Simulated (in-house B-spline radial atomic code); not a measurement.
Response and correlation of Ir⁶⁵⁺

Closed shell [Ne] 3s2. Computed with an all-electron radial atomic-structure program (B-spline basis): Dirac-Hartree-Fock, relativistic RPA (time-dependent Dirac-Hartree-Fock) for the response and second-order many-body perturbation theory for correlation, no-pair Dirac-Coulomb Hamiltonian, finite nucleus.

```tsv
multipole (bohr³, bohr⁵, bohr⁷)	uncoupled	coupled RPA
dipole	0.0022164	0.0026475
quadrupole	2.2463e-05	2.4453e-05
octupole	4.3981e-07	?
```

(1) What is the coupled octupole polarisability?

(2) Which subshells carry the dipole polarisability?

(3) What does the dipole shielding factor come to?

Dipole polarisability at imaginary frequency:

```tsv
u (Eh)	α(iu) (bohr³)
0	0.002647
26.8	0.0006411
80.4	0.0001634
161	7.616e-05
268	4.55e-05
536	2.017e-05
1070	7.07e-06
2680	1.37e-06
```

(4) What dispersion coefficients follow for two such ions (the dispersion part alone)?

Lowest J = 1 odd-parity excitations:

```csv
energy (eV),oscillator strength,leading channel,weight
160.71,0.0493,3s1/2 → p1/2,0.997
637.13,0.636,3s1/2 → p3/2,0.996
3615.4,0.253,3s1/2 → p1/2,1.0
3800.6,0.284,3s1/2 → p3/2,1.0
5146,0.0672,3s1/2 → p1/2,1.0
5238.5,0.0912,3s1/2 → p3/2,1.0
5957.7,0.0291,3s1/2 → p1/2,1.0
6010.7,0.0424,3s1/2 → p3/2,1.0
```

Second-order correlation energy by the highest angular momentum of the excited pair (hartree): s -0.02614, p -0.2656, d -0.2493, f -0.05961, g -0.02162, h -0.008085, i -0.003684, k -0.001908.

(5) What is the second-order correlation energy at the partial-wave limit?

Results:

(1) 4.4931e-07 atomic units, +2 % against the uncoupled value.

(2) 3s1/2 99.3 %, 2p3/2 0.4 %, 2p1/2 0.1 %.

(3) The dipole shielding factor is 0.155, against the exact N/Z = 12/77 = 0.156 of the non-relativistic theorem.

(4) C6 = (3/π)∫α(iu)²du = 6.41e-05 hartree·bohr⁶ and C8 = 5.163e-06 hartree·bohr⁸.

(5) The listed waves sum to -0.63595 hartree; extrapolating the increments as (l + 1/2)⁻⁴ gives -0.63985 hartree, -1.45 eV per electron.
